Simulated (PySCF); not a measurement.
# Static response to an electric field

Compound: C₄H₆B₂.
SMILES with atom numbers: `[BH:1]1[CH:2]=[CH:3][BH:4][CH:5]=[CH:6]1` (hydrogens: H7 on B1; H8 on C2; H9 on C3; H10 on B4; H11 on C5; H12 on C6)

Cartesian coordinates in Å at the PBE0-D3(BJ)/def2-SVP level; atoms count from 1:
```
atom  x, y, z in Å
B1     0.0313   -1.4480    0.0445
C2     1.3711   -0.6491   -0.1007
C3     1.3410    0.7030   -0.0377
B4    -0.0331    1.4474    0.0972
C5    -1.3687    0.6438   -0.0780
C6    -1.3373   -0.7083   -0.1400
H7     0.0521   -2.6139    0.3746
H8     2.3355   -1.1706   -0.1622
H9     2.2831    1.2673   -0.0484
H10   -0.0628    2.6329    0.3449
H11   -2.3340    1.1660   -0.1171
H12   -2.2757   -1.2718   -0.2291
```

Level: PBE0/def2-SVPD (PySCF), static field, nuclei fixed, core orbitals frozen in the response. The polarisability tensor in these axes (au):

```
x   74.52 -0.42  0.39
y   -0.42 93.06  1.17
z    0.39  1.17 46.19
```

Task: What are the eigenvalues, a third of the trace, and Δα (Δα² = ½Σ(αi − αj)² over the three pairs)?

Result: Principal values 46.16, 74.52 and 93.10 au; mean 71.26 au = 10.56 Å³ = 11.75 × 10⁻⁴⁰ C²·m²/J; Δα = 40.95 au (57 % of the mean).

Task: What is the dipole moment, and where does it point?

Result: (0.01, -0.10, -0.24) D, 0.26 D in size, pointing from the negative to the positive side. Measured along this direction, the outermost atoms are H10 at the negative end and H12, H8 and H7 at the positive end.

Task: What would n − 1 = 2πNα be for an ideal gas of these molecules at 273.15 K and 1 atm, electronic part alone?

Result: N = p/kT = 2.6868 × 10¹⁹ cm⁻³, so n − 1 = 2π × N × 10.56 × 10⁻²⁴ cm³ = 1783 × 10⁻⁶ at long wavelengths.

Task: Molar refractivity from α?

Result: Lorentz–Lorenz: R = (4π/3)N_A α = 2.5225 cm³/(mol·Å³) × 10.56 Å³ = 26.6 cm³/mol, in the limit of long wavelengths.

Task: Along which axes do the principal values lie, and how far do the nuclei extend along each?

Result: Largest value along (-0.02, 1.00, 0.02), where the nuclei span 5.25 Å; middle along (1.00, 0.02, 0.01), 4.62 Å; least along (-0.01, -0.02, 1.00), 0.60 Å. The response follows the extents in order.

Geometry: PBE0-D3(BJ)/def2-SVP, one conformer, isolated molecule.
